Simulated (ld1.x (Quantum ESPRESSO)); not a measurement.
# V: excitation energies, all-electron against TM semilocal

ld1.x (Quantum ESPRESSO) 7.5 input, shortened:

```
&input
   title='V', zed=23., rel=1, dft='WC', iswitch=3,
   config='[Ar] 3d3 4s2 4p0'
 /
 &inputp
   pseudotype=1, tm=.true., lloc=1,
   nlcc=.true.
 /
3
4S  1  0   2.00   0.00  3.00  3.00  0.0
3D  3  2   3.00   0.00  1.80  1.80  0.0
4P  2  1   0.00   0.00  3.10  3.10  0.0
 &test
   configts(1)='3d3 4s2 4p0'
 /
```

Energies are relative to the spin-unpolarised reference configuration 3d3 4s2 4p0; without spin polarisation the order of configurations can differ from experiment.

```tsv
valence configuration	charge	ΔE all-electron (eV)	error AE − PS (meV)
3d3 4s1 4p0	+1	7.759	-5.1
3d3 4s0 4p0	+2	21.912	-48
3d2 4s0 4p0	+3	50.793	-376
3d2 4s2 4p1	0	5.821	-243
3d3 4s1.5 4p0	+0.5	3.107	-1.0
3d3 4s0 4p2	0	6.909	-14
```

What are ΔE and the potential's error for 3d3 4s1 4p1?

ΔE = 3.392 eV all-electron; the error (AE − PS) is -3.0 meV.
